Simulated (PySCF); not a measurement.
# Electric field gradients and quadrupole coupling constants

C12H11PS.
Cartesian coordinates in Å at the PBE0-D3(BJ)/def2-SVP level; atoms count from 1:
```xyz
25
C12H11PS angstrom
S     -0.0449   -0.1773    3.5289
P     -0.0847   -0.5561    1.6195
C      1.4309   -0.0991    0.7118
C      2.2515    0.9012    1.2368
C      3.3933    1.2960    0.5430
C      3.7209    0.6880   -0.6685
C      2.9097   -0.3218   -1.1865
C      1.7652   -0.7167   -0.4976
C     -1.4601    0.2306    0.7105
C     -2.1585    1.2742    1.3194
C     -3.1929    1.9091    0.6347
C     -3.5340    1.4990   -0.6530
C     -2.8428    0.4490   -1.2589
C     -1.8061   -0.1852   -0.5796
H     -0.2336   -1.9198    1.2324
H      1.9882    1.3476    2.2002
H      4.0349    2.0787    0.9546
H      4.6195    0.9956   -1.2088
H      3.1734   -0.8085   -2.1283
H      1.1414   -1.5186   -0.9024
H     -1.8843    1.5655    2.3379
H     -3.7392    2.7257    1.1128
H     -4.3477    1.9953   -1.1874
H     -3.1151    0.1210   -2.2649
H     -1.2724   -1.0099   -1.0597
```

Field gradients from the PBE0/pcSseg-1 density (PySCF, non-relativistic), principal values in atomic units, ordered |Vxx| ≤ |Vyy| ≤ |Vzz|:

| atom | Vxx | Vyy | Vzz |
| --- | --- | --- | --- |
| S1 | -1.1271 | -1.2945 | 2.4216 |

Question: Find the asymmetry η = (Vxx − Vyy)/Vzz and the couplings χ = eQV/h (234.96 MHz × Q in barn × V in au), with Q(33S) = −0.0678 b.

Answer: 
```json
{"atom": "S1", "environment": "sulfur bonded to P", "nucleus": "33S", "η": "0.07", "χzz (MHz)": "-38.58", "χxx (MHz)": "17.96", "χyy (MHz)": "20.62"}
```

Question: What is Vzz at S1 in SI units (1 au = 9.71736 × 10²¹ V/m²)?

Answer: 2.4216 au = 23.531 × 10²¹ V/m².

Question: What couplings would deuterons (Q(2H) = 0.00286 b) have in place of the hydrogens, at this geometry?

Answer: 
| atom | bonded to | bond length (Å) | Vzz (au) | η | χzz (kHz) |
| --- | --- | --- | --- | --- | --- |
| H15 | P2 | 1.425 | 0.1619 | 0.01 | 109 |
| H16 | C4 | 1.094 | 0.2910 | 0.07 | 196 |
| H17 | C5 | 1.092 | 0.3029 | 0.06 | 204 |
| H18 | C6 | 1.093 | 0.3028 | 0.06 | 203 |
| H19 | C7 | 1.092 | 0.3034 | 0.07 | 204 |
| H20 | C8 | 1.094 | 0.3014 | 0.08 | 203 |
| H21 | C10 | 1.094 | 0.2897 | 0.06 | 195 |
| H22 | C11 | 1.093 | 0.3029 | 0.06 | 204 |
| H23 | C12 | 1.093 | 0.3028 | 0.06 | 204 |
| H24 | C13 | 1.093 | 0.3033 | 0.07 | 204 |
| H25 | C14 | 1.093 | 0.3020 | 0.08 | 203 |

The structure is a single PBE0-D3(BJ)/def2-SVP conformer in the gas phase; no vibrational or solvent corrections. With a basis this small, the couplings can be 20 % off.
